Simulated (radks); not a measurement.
Lu3+, 68 electrons, occupied as [Xe] 4f14. Calculated with a radial shooting solver on a logarithmic mesh with Libxc functionals: scalar-relativistic Kohn-Sham, PBE, spin-unpolarised, spherical densities, finite nucleus; Fermi nuclear charge, rms radius 5.37 fm. Some entries of the table are withheld. Estimate them.

| orbital | occ. | eigenvalue (eV) | <1/r> (bohr^-1) | r(max) (bohr) |
|---|---|---|---|---|
| 1s | 2 | (1) | 82.19 | 0.01214 |
| 2s | 2 | -10789.76 | 19.18 | 0.06931 |
| 2p | 6 | -9497.114 | 17.56 | 0.05660 |
| 3s | 2 | -2465.697 | 7.091 | 0.1957 |
| 3p | 6 | -2077.625 | 6.589 | 0.1931 |
| 3d | 10 | -1611.291 | 6.237 | 0.1574 |
| 4s | 2 | -512.1062 | 2.999 | 0.4461 |
| 4p | 6 | -384.7596 | 2.734 | 0.4671 |
| 4d | 10 | -218.5204 | 2.419 | 0.4809 |
| 5s | 2 | -87.6814 | (2) | 1.043 |
| 5p | 6 | -57.9638 | 0.9506 | 1.191 |
| 4f | 14 | -36.2081 | 1.833 | 0.4688 |

Answer. 
(1) 1s eigenvalue (eV): -63252.25
(2) 5s <1/r> (bohr^-1): 1.138
